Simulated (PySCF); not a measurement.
BBr₂, SMILES [B](Br)Br, multiplicity 2.

Geometry optimised at B3LYP-D3(BJ)/def2-TZVP. The isomer is the one that the SMILES or the coordinates give; other isomers of the formula were not compared.

The numbers are results of TDA-PBE0/def2-SVPD (PySCF), not measurements.

Vertical excitations. 

```
state    energy (eV)  λ (nm)      f                                                    main pairs
-------  -----------  ------  -----  ------------------------------------------------------------
root 1          1.98     627  0.003                                              α HOMO→LUMO 98 %
root 2          4.82     257  0.000                                            α HOMO−1→LUMO 97 %
root 3          4.94     251  0.002                          α HOMO−2→LUMO 43 %, β HOMO→LUMO 50 %
root 4          5.06     245  0.004                        α HOMO→LUMO+1 78 %, α HOMO→LUMO+2 16 %
root 5          5.13     242  0.011    α HOMO−2→LUMO 32 %, β HOMO→LUMO 46 %, β HOMO−1→LUMO+1 19 %
root 6          5.35     232  0.000                                            β HOMO−1→LUMO 98 %
root 7          5.45     228  0.000                                            β HOMO→LUMO+1 98 %
root 8          5.65     220  0.003  α HOMO−3→LUMO 53 %, β HOMO−2→LUMO 20 %, β HOMO−3→LUMO+1 16 %
root 9          5.74     216  0.001                        α HOMO→LUMO+2 74 %, α HOMO→LUMO+1 13 %
root 10         5.91     210  0.009                      α HOMO→LUMO+3 68 %, β HOMO−1→LUMO+1 21 %
```
Unrestricted roots are not spin-pure.
